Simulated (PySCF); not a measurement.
## Two probes of the same atoms: core binding energy and nuclear shielding

Compound: C5H6Cl2Si.
Bonds: Cl1–C2, C2–Cl3, C2–C4, C4–C5 (double), C5–Si6, Si6–C7, C7–C8 (double), C4–C8. Hydrogens: H9 on C2; H10 on C5; H11, H12 on Si6; H13 on C7; H14 on C8.

Binding energies: PySCF 2.14.0, delta-SCF UKS SCAN, pcX-2 on the ionised atom, pcseg-1 elsewhere, spin-free X2C. Shieldings: GIAO B3LYP/pcSseg-1, non-relativistic, same geometry.

| atom | C 1s (eV) |
| --- | --- |
| C2 | 293.80 |
| C4 | 291.20 |
| C5 | 289.90 |
| C7 | 289.88 |
| C8 | 290.83 |

Task: What are the absolute isotropic shieldings of these atoms?

Result: 
```tsv
atom	environment	C 1s (eV)	isotropic shielding (ppm)
C7	alkene CH carbon	289.88	43.9
C5	alkene CH carbon	289.90	53.3
C8	alkene CH carbon	290.83	21.1
C4	fully substituted alkene carbon	291.20	10.4
C2	CHCl2 carbon	293.80	92.7
```

Task: Among the listed atoms, is the one with the highest binding energy also the least shielded?

Result: No. The highest binding energy is at C2 (293.80 eV, shielding 92.7 ppm), the lowest shielding at C4 (10.4 ppm, 291.20 eV).

By binding energy: C7 ≈ C5 < C8 < C4 < C2. By shielding: C4 < C8 < C7 < C5 < C2.

The unrestricted hole states depart most from a pure doublet (⟨S²⟩ = 0.75; over 0.85 named) for C 1s of C4 (0.92) and C 1s of C8 (0.91), which makes these values less certain. Geometry: PBE0-D3(BJ)/def2-SVP, one conformer, isolated molecule.

The values belong to the conformer `[Cl:1][CH:2]([Cl:3])[C:4]1=[CH:5][SiH2:6][CH:7]=[CH:8]1`: Cl1–C2–C4–C5 -119°.
